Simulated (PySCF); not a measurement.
A structure optimised at PBE0-D3(BJ)/def2-SVP, used in a PySCF frequency run:

```xyz
11

C      1.0235    -0.9176     0.5520
C      1.2525     0.1391    -0.2368
S     -0.1875     0.9862    -0.7862
C     -1.1997     0.0582     0.4300
C     -0.4342    -1.2256     0.7582
H      1.8206    -1.5528     0.9440
H      2.2290     0.4908    -0.5757
H     -1.3087     0.6922     1.3241
H     -2.1966    -0.1231     0.0062
H     -0.7339    -2.0471     0.0790
H     -0.6625    -1.5641     1.7815
```

Q: Write its SMILES and formula.

A: C1=CSCC1, C4H6S

Q: What are its rotational constants (standard atomic weights)?

A: 6.8839, 4.6835, 2.9393 GHz
